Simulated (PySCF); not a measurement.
**Be₂⁺ from Hartree–Fock to correlated methods**

State: ²Σu⁺ (doublet), unpaired electrons σ ↑. Set-up: Be cc-pVDZ; no relativity (PySCF 2.14). De refers to Be⁺ + Be in their ground configurations, without counterpoise correction. The functionals are run spin-unrestricted.

```json
{"Level": "ROHF", "Re (Å)": "2.245", "ωe (cm⁻¹)": "527", "De (eV)": "1.54", "CPU s a point (SCF and correlation, without the integrals)": "0.02"}
{"Level": "ROHF-MP2", "Re (Å)": "2.259", "ωe (cm⁻¹)": "524", "De (eV)": "1.92", "CPU s a point (SCF and correlation, without the integrals)": "0.033"}
{"Level": "ROHF-SCS-MP2", "Re (Å)": "2.268", "ωe (cm⁻¹)": "514", "De (eV)": "1.90", "CPU s a point (SCF and correlation, without the integrals)": "n/a"}
{"Level": "ROHF-CCSD", "Re (Å)": "2.254", "ωe (cm⁻¹)": "522", "De (eV)": "1.88", "CPU s a point (SCF and correlation, without the integrals)": "n/a"}
{"Level": "ROHF-CCSD(T)", "Re (Å)": "2.254", "ωe (cm⁻¹)": "524", "De (eV)": "1.92", "CPU s a point (SCF and correlation, without the integrals)": "0.42"}
{"Level": "PBE", "Re (Å)": "2.210", "ωe (cm⁻¹)": "542", "De (eV)": "2.44", "CPU s a point (SCF and correlation, without the integrals)": "0.19"}
{"Level": "r²SCAN", "Re (Å)": "2.225", "ωe (cm⁻¹)": "544", "De (eV)": "2.40", "CPU s a point (SCF and correlation, without the integrals)": "0.3"}
{"Level": "PBE0", "Re (Å)": "2.220", "ωe (cm⁻¹)": "538", "De (eV)": "2.35", "CPU s a point (SCF and correlation, without the integrals)": "0.31"}
{"Level": "r²SCAN0", "Re (Å)": "2.232", "ωe (cm⁻¹)": "536", "De (eV)": "2.34", "CPU s a point (SCF and correlation, without the integrals)": "0.31"}
{"Level": "B97-3", "Re (Å)": "2.219", "ωe (cm⁻¹)": "533", "De (eV)": "2.27", "CPU s a point (SCF and correlation, without the integrals)": "0.16"}
{"Level": "HSE06", "Re (Å)": "2.220", "ωe (cm⁻¹)": "539", "De (eV)": "2.35", "CPU s a point (SCF and correlation, without the integrals)": "0.34"}
{"Level": "B2PLYP", "Re (Å)": "2.227", "ωe (cm⁻¹)": "529", "De (eV)": "2.14", "CPU s a point (SCF and correlation, without the integrals)": "0.17"}
```

Q: Which functional lies closest to ROHF-CCSD(T) in De, which farthest, and by how much do they differ from it?

A: Closest is B2PLYP (-2.7 pm in Re, +1.0 % in ωe, +0.22 eV in De against ROHF-CCSD(T) in the same basis), farthest PBE (-4.4 pm in Re, +3.4 % in ωe, +0.52 eV in De). CCSD(T) converges more slowly with the basis than the functionals do and binds too weakly in this one, so the order can change at the basis-set limit.

Q: What does a quarter of exact exchange do here, going from PBE to PBE0?

A: PBE0 less PBE: +1.0 pm in Re, -0.7 % in ωe, -0.09 eV in De. Exact exchange removes part of the self-interaction that spreads semilocal densities, and in most molecules shortens and stiffens the bond and lowers De; here Re and ωe go the other way.

Q: What does the step from GGA to meta-GGA do here, going from PBE to r²SCAN?

A: r²SCAN less PBE: +1.5 pm in Re, +0.4 % in ωe, -0.04 eV in De. 

Correlated steps freeze no core orbitals. Correlated levels converge slowly with the basis: in double zeta they bind strong bonds too weakly, by up to about 1 eV, and carry superposition errors of some tenths. B2PLYP dipoles, levels and charges come from its SCF part alone. The state is the lowest determinant that a PBE0 search found; another state may lie lower at other levels.

The whole job (state search and all levels along the bond) took about 0.55 min on 1 thread of Arm Neoverse V1 (shared host), peak memory 0.35 GiB.
